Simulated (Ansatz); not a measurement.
Ansatz (a quantum-chemistry and plane-wave program) input file for Mo(O)(NH)(NH2)(SH) (H₄MoN₂OS), SMILES [SH][Mo](=[O])(=[NH])[NH2], multiplicity 1, B3LYP-D3(BJ)/def2-SVP. 

Ansatz 0.2 input:
```yaml
crystal:
  periodic: [false, false, false]
  atoms:
    - {symbol: Mo, position_ang: [0.28852457, 0.07288832, -0.14617097]}
    - {symbol: O, position_ang: [1.48702133, -0.02066466, 0.97031760]}
    - {symbol: N, position_ang: [0.37413894, -0.75698467, -1.66432129]}
    - {symbol: H, position_ang: [0.66195341, -1.31328150, -2.46212607]}
    - {symbol: N, position_ang: [-0.11265061, 1.90199407, -0.49450571]}
    - {symbol: H, position_ang: [0.12611368, 2.66219392, 0.14612955]}
    - {symbol: H, position_ang: [-0.41748042, 2.32703212, -1.37097475]}
    - {symbol: S, position_ang: [-1.56877299, -0.87392707, 0.93797258]}
    - {symbol: H, position_ang: [-1.11483938, -0.60416950, 2.16783875]}
basis:
  gaussian:
    orbitals: def2-SVP
hamiltonian:
  xc: b3lyp
  dispersion: d3bj
relax: {f_tol: 0.002, max_steps: 200}
```

It prints:

```
[...]
relax step   2: F+E_penalty+E_count = -17780.73776157 eV  Δ(F+E_penalty+E_count) = -1.767e-1 eV  max|allowed force component| = 7.219e-1 eV/Å  Δτ_max = 0.1918 Å  (41 SCF iters, accepted)
these checks for a lower state are left out or cut short: starts, cluster_reference, orbital_swaps, neighbouring_geometries, increment
integrals: 0.07 GiB planned
1216 factors; integrals over basis functions are off by at most 2.9e-4 eV
mean field: 0.51 GiB planned
mean field evaluation 32: about -17780.2752 eV, gradient 6.8e-3 eV
mean field -17780.27522719 eV, -653.4130626959 hartree, gradient 2.4e-5 eV, S^2 0.000000; 0 other end points of the search recorded, 0 dependent functions left out
the calculation of the forces begins
reference -17780.27555023 eV, -653.4130745674 hartree; 28, 28 occupied and 83, 83 virtual orbitals, 1216 factors
relax step   3: F+E_penalty+E_count = -17780.75755644 eV  Δ(F+E_penalty+E_count) = -1.979e-2 eV  max|allowed force component| = 6.881e-1 eV/Å  Δτ_max = 0.1393 Å  (36 SCF iters, accepted)
these checks for a lower state are left out or cut short: starts, cluster_reference, orbital_swaps, neighbouring_geometries, increment
integrals: 0.07 GiB planned
1216 factors; integrals over basis functions are off by at most 3.1e-4 eV
mean field: 0.51 GiB planned
mean field -17780.30628922 eV, -653.4142042043 hartree, gradient 1.3e-5 eV, S^2 0.000000; 0 other end points of the search recorded, 0 dependent functions left out
the calculation of the forces begins
reference -17780.30661264 eV, -653.4142160897 hartree; 28, 28 occupied and 83, 83 virtual orbitals, 1216 factors
relax step   4: F+E_penalty+E_count = -17780.79252758 eV  Δ(F+E_penalty+E_count) = -3.497e-2 eV  max|allowed force component| = 5.043e-1 eV/Å  Δτ_max = 0.0736 Å  (37 SCF iters, accepted)
these checks for a lower state are left out or cut short: starts, cluster_reference, orbital_swaps, neighbouring_geometries, increment
integrals: 0.07 GiB planned
1216 factors; integrals over basis functions are off by at most 2.9e-4 eV
mean field: 0.51 GiB planned
mean field -17780.32261953 eV, -653.4148043323 hartree, gradient 1.5e-5 eV, S^2 0.000000; 0 other end points of the search recorded, 0 dependent functions left out
the calculation of the forces begins
reference -17780.32294278 eV, -653.4148162113 hartree; 28, 28 occupied and 83, 83 virtual orbitals, 1216 factors
relax step   5: F+E_penalty+E_count = -17780.80843819 eV  Δ(F+E_penalty+E_count) = -1.591e-2 eV  max|allowed force component| = 3.406e-1 eV/Å  Δτ_max = 0.0495 Å  (35 SCF iters, accepted)
these checks for a lower state are left out or cut short: starts, cluster_reference, orbital_swaps, neighbouring_geometries, increment
integrals: 0.07 GiB planned
1216 factors; integrals over basis functions are off by at most 2.8e-4 eV
mean field: 0.51 GiB planned
mean field -17780.34133573 eV, -653.4154921400 hartree, gradient 2.1e-5 eV, S^2 0.000000; 0 other end points of the search recorded, 0 dependent functions left out
the calculation of the forces begins
reference -17780.34165985 eV, -653.4155040512 hartree; 28, 28 occupied and 83, 83 virtual orbitals, 1216 factors
relax step   6: F+E_penalty+E_count = -17780.82837709 eV  Δ(F+E_penalty+E_count) = -1.994e-2 eV  max|allowed force component| = 1.543e-1 eV/Å  Δτ_max = 0.1197 Å  (35 SCF iters, accepted)
these checks for a lower state are left out or cut short: starts, cluster_reference, orbital_swaps, neighbouring_geometries, increment
integrals: 0.07 GiB planned
1216 factors; integrals over basis functions are off by at most 2.8e-4 eV
mean field: 0.51 GiB planned
mean field -17780.34220985 eV, -653.4155242634 hartree, gradient 2.2e-5 eV, S^2 0.000000; 0 other end points of the search recorded, 0 dependent functions left out
the calculation of the forces begins
reference -17780.34253402 eV, -653.4155361761 hartree; 28, 28 occupied and 83, 83 virtual orbitals, 1216 factors
relax step   7: F+E_penalty+E_count = -17780.82915734 eV  Δ(F+E_penalty+E_count) = -7.802e-4 eV  max|allowed force component| = 1.174e-1 eV/Å  Δτ_max = 0.0289 Å  (36 SCF iters, accepted)
these checks for a lower state are left out or cut short: starts, cluster_reference, orbital_swaps, neighbouring_geometries, increment
integrals: 0.07 GiB planned
1216 factors; integrals over basis functions are off by at most 2.8e-4 eV
mean field: 0.51 GiB planned
mean field evaluation 64: about -17780.2891 eV, gradient 3.4e-2 eV
mean field -17780.34667224 eV, -653.4156882530 hartree, gradient 2.7e-5 eV, S^2 0.000000; 0 other end points of the search recorded, 0 dependent functions left out
the calculation of the forces begins
reference -17780.34699601 eV, -653.4157001513 hartree; 28, 28 occupied and 83, 83 virtual orbitals, 1216 factors
relax step   8: F+E_penalty+E_count = -17780.83237843 eV  Δ(F+E_penalty+E_count) = -3.221e-3 eV  max|allowed force component| = 6.370e-2 eV/Å  Δτ_max = 0.0517 Å  (36 SCF iters, accepted)
these checks for a lower state are left out or cut short: starts, cluster_reference, orbital_swaps, neighbouring_geometries, increment
integrals: 0.07 GiB planned
1216 factors; integrals over basis functions are off by at most 2.8e-4 eV
mean field: 0.51 GiB planned
mean field -17780.34728973 eV, -653.4157109455 hartree, gradient 2.3e-5 eV, S^2 0.000000; 0 other end points of the search recorded, 0 dependent functions left out
the calculation of the forces begins
reference -17780.34761371 eV, -653.4157228514 hartree; 28, 28 occupied and 83, 83 virtual orbitals, 1216 factors
relax step   9: F+E_penalty+E_count = -17780.83324751 eV  Δ(F+E_penalty+E_count) = -8.691e-4 eV  max|allowed force component| = 3.953e-2 eV/Å  Δτ_max = 0.0206 Å  (36 SCF iters, accepted)
these checks for a lower state are left out or cut short: starts, cluster_reference, orbital_swaps, neighbouring_geometries, increment
integrals: 0.07 GiB planned
1216 factors; integrals over basis functions are off by at most 2.8e-4 eV
mean field: 0.51 GiB planned
mean field -17780.34739344 eV, -653.4157147565 hartree, gradient 2.4e-5 eV, S^2 0.000000; 0 other end points of the search recorded, 0 dependent functions left out
the calculation of the forces begins
reference -17780.34771751 eV, -653.4157266661 hartree; 28, 28 occupied and 83, 83 virtual orbitals, 1216 factors
relax step  10: F+E_penalty+E_count = -17780.83349407 eV  Δ(F+E_penalty+E_count) = -2.466e-4 eV  max|allowed force component| = 2.014e-2 eV/Å  Δτ_max = 0.0067 Å  (29 SCF iters, accepted)
these checks for a lower state are left out or cut short: starts, cluster_reference, orbital_swaps, neighbouring_geometries, increment
integrals: 0.07 GiB planned
1216 factors; integrals over basis functions are off by at most 2.8e-4 eV
mean field: 0.51 GiB planned
mean field -17780.34750094 eV, -653.4157187071 hartree, gradient 2.4e-5 eV, S^2 0.000000; 0 other end points of the search recorded, 0 dependent functions left out
the calculation of the forces begins
reference -17780.34782508 eV, -653.4157306191 hartree; 28, 28 occupied and 83, 83 virtual orbitals, 1216 factors
relax step  11: F+E_penalty+E_count = -17780.83359214 eV  Δ(F+E_penalty+E_count) = -9.806e-5 eV  max|allowed force component| = 1.732e-2 eV/Å  Δτ_max = 0.0119 Å  (29 SCF iters, accepted)
these checks for a lower state are left out or cut short: starts, cluster_reference, orbital_swaps, neighbouring_geometries, increment
integrals: 0.07 GiB planned
1216 factors; integrals over basis functions are off by at most 2.8e-4 eV
mean field: 0.51 GiB planned
mean field -17780.34748727 eV, -653.4157182048 hartree, gradient 2.1e-5 eV, S^2 0.000000; 0 other end points of the search recorded, 0 dependent functions left out
the calculation of the forces begins
reference -17780.34781142 eV, -653.4157301171 hartree; 28, 28 occupied and 83, 83 virtual orbitals, 1216 factors
relax step  12: F+E_penalty+E_count = -17780.83359790 eV  Δ(F+E_penalty+E_count) = -5.760e-6 eV  max|allowed force component| = 8.361e-3 eV/Å  Δτ_max = 0.0034 Å  (28 SCF iters, accepted)
these checks for a lower state are left out or cut short: starts, cluster_reference, orbital_swaps, neighbouring_geometries, increment
integrals: 0.07 GiB planned
1216 factors; integrals over basis functions are off by at most 2.8e-4 eV
mean field: 0.51 GiB planned
mean field evaluation 96: about -17780.3475 eV, gradient 1.1e-1 eV
mean field -17780.34750942 eV, -653.4157190189 hartree, gradient 1.5e-5 eV, S^2 0.000000; 0 other end points of the search recorded, 0 dependent functions left out
the calculation of the forces begins
reference -17780.34783357 eV, -653.4157309312 hartree; 28, 28 occupied and 83, 83 virtual orbitals, 1216 factors
relax step  13: F+E_penalty+E_count = -17780.83361069 eV  Δ(F+E_penalty+E_count) = -1.280e-5 eV  max|allowed force component| = 4.680e-3 eV/Å  Δτ_max = 0.0018 Å  (28 SCF iters, accepted)
these checks for a lower state are left out or cut short: starts, cluster_reference, orbital_swaps, neighbouring_geometries, increment
integrals: 0.07 GiB planned
1216 factors; integrals over basis functions are off by at most 2.8e-4 eV
mean field: 0.51 GiB planned
mean field -17780.34747454 eV, -653.4157177368 hartree, gradient 8.7e-5 eV, S^2 0.000000; 0 other end points of the search recorded, 0 dependent functions left out
the calculation of the forces begins
reference -17780.34779871 eV, -653.4157296499 hartree; 28, 28 occupied and 83, 83 virtual orbitals, 1216 factors
relax step  14: F+E_penalty+E_count = -17780.83361087 eV  Δ(F+E_penalty+E_count) = -1.784e-7 eV  max|allowed force component| = 4.783e-3 eV/Å  Δτ_max = 0.0024 Å  (24 SCF iters, accepted)
these checks for a lower state are left out or cut short: starts, cluster_reference, orbital_swaps, neighbouring_geometries, increment
integrals: 0.07 GiB planned
1216 factors; integrals over basis functions are off by at most 2.8e-4 eV
mean field: 0.51 GiB planned
mean field -17780.34750027 eV, -653.4157186827 hartree, gradient 3.6e-5 eV, S^2 0.000000; 0 other end points of the search recorded, 0 dependent functions left out
the calculation of the forces begins
reference -17780.34782444 eV, -653.4157305954 hartree; 28, 28 occupied and 83, 83 virtual orbitals, 1216 factors
relax step  15: F+E_penalty+E_count = -17780.83361286 eV  Δ(F+E_penalty+E_count) = -1.992e-6 eV  max|allowed force component| = 7.854e-4 eV/Å  Δτ_max = 0.0012 Å  (24 SCF iters, accepted)
integrals: 0.07 GiB planned
1216 factors; integrals over basis functions are off by at most 2.8e-4 eV
mean field: 0.51 GiB planned
mean field evaluation 128: about -17780.3475 eV, gradient 9.1e-5 eV
mean field -17780.34750027 eV, -653.4157186827 hartree, gradient 3.6e-5 eV, S^2 0.000000; 1 other end points of the search recorded, 0 dependent functions left out
the calculation of the forces begins
reference -17780.34782444 eV, -653.4157305954 hartree; 28, 28 occupied and 83, 83 virtual orbitals, 1216 factors
Total energy: -17780.83393703 eV, -653.4335949036 hartree
Atom 0 at     0.238410     0.071095    -0.156336 Å, force     0.000386    -0.000430     0.000326 eV/Å
Atom 1 at     1.649868    -0.108525     0.757290 Å, force     0.000034     0.000044     0.000068 eV/Å
Atom 2 at     0.266559    -0.722651    -1.708753 Å, force    -0.000197    -0.000360    -0.000375 eV/Å
Atom 3 at     0.828245    -1.339243    -2.300327 Å, force     0.000084     0.000139     0.000055 eV/Å
Atom 4 at    -0.119241     1.948775    -0.464998 Å, force    -0.000492     0.000353    -0.000785 eV/Å
Atom 5 at     0.187442     2.683472     0.170586 Å, force     0.000228     0.000478     0.000476 eV/Å
Atom 6 at    -0.494577     2.339028    -1.326508 Å, force     0.000134    -0.000129     0.000192 eV/Å
Atom 7 at    -1.566023    -1.000963     0.949174 Å, force    -0.000202     0.000069     0.000373 eV/Å
Atom 8 at    -1.266675    -0.475906     2.164033 Å, force     0.000024    -0.000163    -0.000331 eV/Å
Dipole moment:    -0.029726     0.497304    -0.238423 e Å
```

The calculation finished and met its thresholds.

Cost: very roughly 80 core-seconds.
